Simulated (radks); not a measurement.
Valence configurations of I+ (all share [Kr]). All-electron calculation, scalar-relativistic Kohn-Sham, SCAN, spin-unpolarised, spherical densities, finite nucleus; meta-GGA in the generalised Kohn-Sham scheme; Fermi nuclear charge, rms radius 4.75 fm. Program: a radial shooting solver on a logarithmic mesh with Libxc functionals. Energies are relative to 4d10 5s2 5p4; eigenvalues in eV.

| valence | E (eV) | e(4d) | e(5p) | e(5s) |
|---|---|---|---|---|
| 4d10 5s2 5p4 | 0.000 | -60.910 | -15.612 | -26.927 |
| 4d10 5s1.5 5p4.5 | 5.669 | -61.592 | -15.919 | -27.281 |
| 4d10 5s1 5p5 | 11.359 | -62.263 | -16.217 | -27.619 |
| 4d9.5 5s2 5p4.5 | 23.299 | -64.296 | -16.370 | -28.055 |
| 4d9 5s2 5p5 | 47.911 | -67.670 | -17.116 | -29.159 |
| 4d9 5s1 5p6 | 59.996 | -68.946 | -17.690 | -29.815 |
| 4d8.5 5s2 5p5.5 | 73.837 | -71.031 | -17.850 | -30.240 |
| 4d8 5s2 5p6 | 101.07 | -74.381 | -18.575 | -31.303 |

NIST lists [Kr] 4d10 5s2 5p4 as the ground configuration; this level of theory agrees among the configurations tried. The energies are those of spherical spin-averaged densities, not of single terms.
